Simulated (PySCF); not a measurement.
## From computed data to an observable: entropy of an ideal gas

ZnF₂, SMILES [F][Zn][F].

Geometry optimised at PBE-D3(BJ)/def2-TZVP. The isomer is the one that the SMILES or the coordinates give; other isomers of the formula were not compared.

PBE-D3(BJ)/def2-TZVP (PySCF 2.14.0) gives the harmonic wavenumbers 163, 163, 578, 737 cm⁻¹ and the rotational temperature 0.2098 K. The molar mass is 103.38 g/mol, the symmetry number 2, the spin multiplicity 1.

Problem. Work out the entropy at 298.15 K and 1 atm in the rigid-rotor, harmonic-oscillator model.

Solution. 
Translation (Sackur–Tetrode at 1 atm): S = R[1.5 ln M + 2.5 ln T − 1.16487] = 166.6 J/(mol K).
Rotation: q = T/(σ θ) = 711, S = R[ln q + 1] = 62.9 J/(mol K).
Vibration: with u = 1.4388 ν/T, each mode gives R[u/(e^u − 1) − ln(1 − e^−u)]:
```
ν (cm⁻¹)  modes     u  S (J/(mol K))
--------  -----  ----  -------------
163           2  0.79          21.04
578           1  2.79           2.05
737           1  3.56           1.11
```
These are all the modes. Sum 24.2 J/(mol K).
Spin: R ln 1 = 0.0 J/(mol K).
Total 253.7 J/(mol K); the program's own thermochemistry gives 253.7. Translation makes up 66 % and vibration 10 %. Anharmonicity, hindered rotation and orbital degeneracy are left out.
